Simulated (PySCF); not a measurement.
AlH₃, SMILES [AlH3]. Coordinates come from a B3LYP-D3(BJ)/def2-TZVPD optimisation. The isomer is the one that the SMILES or the coordinates give; other isomers of the formula were not compared.

Method: B3LYP-D3(BJ)/def2-TZVPD run with PySCF.

Harmonic wavenumbers (cm⁻¹): 711, 799, 799, 1929, 1938, 1938. Rotational constants (GHz): 133.8, 133.8, 66.92; symmetry number 6.

Question: Work out the zero-point energy and the ideal-gas rigid-rotor harmonic-oscillator thermochemistry at 298.15 K and 1 atm.

Answer: ZPE = ½ Σ hcν = ½ × 8114 cm⁻¹ = 48.53 kJ/mol. H − E(el) = 59.15 kJ/mol. Entropy in J/(mol K): translation 151.17, rotation 53.08, vibration 2.99, total 207.23. G − E(el) = -2.63 kJ/mol. Cp = 42.29 J/(mol K).
